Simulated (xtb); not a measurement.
C₅H₁₀NO (SMILES C[NH+]1CCCC1=O), charge +1, singlet, from a rough starting geometry; GFN2-xTB (xtb 6.7.1).

The xtb input:
```
$ xtb mol.xyz --gfn 2 --chrg 1 --opt vtight --json

# file mol.xyz
17

C      2.06371521    -0.27051613     0.14915777
N      0.76995182     0.30696936    -0.04531983
C     -0.20117623     0.41879472     1.05167903
C     -1.57321019     0.52903186     0.39176543
C     -1.46185810    -0.44784261    -0.83021187
C     -0.05032606    -0.43982233    -1.24320006
O      0.54707805    -0.77665827    -2.19431259
H      2.64081221    -0.40681681    -0.77227250
H      2.56443705     0.24581650     0.93035302
H      1.84455925    -1.36017419     0.57834697
H      0.89183305     1.28343096    -0.49202463
H      0.00837700     1.31090377     1.73970942
H     -0.08965370    -0.47775250     1.62797388
H     -2.38019263     0.16300996     1.08199898
H     -1.82066486     1.47280135     0.12456360
H     -2.12111370    -0.26731473    -1.57008434
H     -1.69068594    -1.51267550    -0.50289512
```

The log (banner, timings and long lists left out):

```
   ID    Z sym.   atoms
    1    6 C      1, 3-6
    2    7 N      2
    3    8 O      7
    4    1 H      8-17

           -------------------------------------------------
          |                Calculation Setup                |
           -------------------------------------------------

           -------------------------------------------------
          |                 G F N 2 - x T B                 |
           -------------------------------------------------

          ...................................................
          :                      SETUP                      :
          :.................................................:
          :  # basis functions                  38          :
          :  # atomic orbitals                  38          :
          :  # shells                           24          :
          :  # electrons                        40          :
          :  max. iterations                   250          :
          :  Hamiltonian                  GFN2-xTB          :
          :  restarted?                      false          :
          :  GBSA solvation                  false          :
          :  PC potential                    false          :
          :  electronic temp.          300.0000000     K    :
          :  accuracy                    1.0000000          :
          :  -> integral cutoff          0.2500000E+02      :
          :  -> integral neglect         0.1000000E-07      :
          :  -> SCF convergence          0.1000000E-05 Eh   :
          :  -> wf. convergence          0.1000000E-03 e    :
          :  Broyden damping             0.4000000          :
          :  net charge                          1          :
          :  unpaired electrons                  0          :
          ...................................................

 iter      E             dE          RMSdq      gap      omega  full diag
   1    -22.5480445 -0.225480E+02  0.375E+00    4.83       0.0  T
   2    -22.6253654 -0.773209E-01  0.230E+00    4.46       1.0  T
   3    -22.6309299 -0.556451E-02  0.139E+00    4.65       1.0  T
   4    -22.6320064 -0.107651E-02  0.296E-01    4.31       1.0  T
   5    -22.6331750 -0.116856E-02  0.105E-01    4.46       1.0  T
   6    -22.6332151 -0.401532E-04  0.329E-02    4.46       1.0  T
   7    -22.6332157 -0.591077E-06  0.928E-03    4.46       2.6  T
   8    -22.6332159 -0.166265E-06  0.277E-03    4.46       8.8  T
[...]
 * total energy  :   -22.3680323 Eh     change       -0.3522927E-04 Eh
 * total energy  :   -22.3680509 Eh     change       -0.1857221E-04 Eh
 * total energy  :   -22.3680666 Eh     change       -0.1568825E-04 Eh
 * total energy  :   -22.3680747 Eh     change       -0.8077187E-05 Eh
 * total energy  :   -22.3680890 Eh     change       -0.1437608E-04 Eh
 * total energy  :   -22.3680961 Eh     change       -0.7031797E-05 Eh
 * total energy  :   -22.3681000 Eh     change       -0.3944976E-05 Eh
 * total energy  :   -22.3681016 Eh     change       -0.1590103E-05 Eh
 * total energy  :   -22.3681021 Eh     change       -0.4836082E-06 Eh
 * total energy  :   -22.3681024 Eh     change       -0.2672977E-06 Eh
 * total energy  :   -22.3681025 Eh     change       -0.1361258E-06 Eh
 * total energy  :   -22.3681026 Eh     change       -0.6504195E-07 Eh
   *** GEOMETRY OPTIMIZATION CONVERGED AFTER 17 ITERATIONS ***
         :: total energy             -22.368102558080 Eh    ::
[...]

 ---------------------------------------------------------------------------
     #   Z sym  total        # sym  WBO       # sym  WBO       # sym  WBO
 ---------------------------------------------------------------------------
     1   6 C    3.908 --    10 H    0.975     9 H    0.973     8 H    0.969
                             2 N    0.958
     2   7 N    3.744 --     1 C    0.958     3 C    0.944    11 H    0.903
                             6 C    0.782     7 O    0.110
     3   6 C    3.923 --     4 C    1.005    12 H    0.967    13 H    0.966
                             2 N    0.944
     4   6 C    3.980 --     3 C    1.005     5 C    1.002    15 H    0.973
                            14 H    0.967
     5   6 C    3.981 --     6 C    1.036     4 C    1.002    16 H    0.927
                            17 H    0.909
     6   6 C    3.911 --     7 O    1.998     5 C    1.036     2 N    0.782
     7   8 O    2.266 --     6 C    1.998     2 N    0.110
     8   1 H    0.985 --     1 C    0.969
     9   1 H    0.988 --     1 C    0.973
    10   1 H    0.989 --     1 C    0.975
    11   1 H    0.944 --     2 N    0.903
    12   1 H    0.989 --     3 C    0.967
    13   1 H    0.989 --     3 C    0.966
    14   1 H    0.989 --     4 C    0.967
    15   1 H    0.993 --     4 C    0.973
    16   1 H    0.981 --     5 C    0.927
    17   1 H    0.981 --     5 C    0.909
 ---------------------------------------------------------------------------

Topologies differ in total number of bonds
Writing topology from bond orders to xtbtopo.mol

molecular dipole:
                 x           y           z       tot (Debye)
 q only:        0.076       0.437       0.477
   full:        0.135       0.638       0.509       2.104
molecular quadrupole (traceless):
                xx          xy          yy          xz          yz          zz
 q only:        8.120       1.516      -2.886       2.763      -0.956      -5.235
  q+dip:        6.527       3.127      -0.355       3.362      -2.612      -6.173
   full:        6.775       2.746      -0.571       3.588      -2.736      -6.204

optimized geometry written to: xtbopt.xyz

           -------------------------------------------------
          | TOTAL ENERGY              -22.368102558080 Eh   |
          | GRADIENT NORM               0.000080259173 Eh/α |
          | HOMO-LUMO GAP               4.570887727959 eV   |
           -------------------------------------------------
```
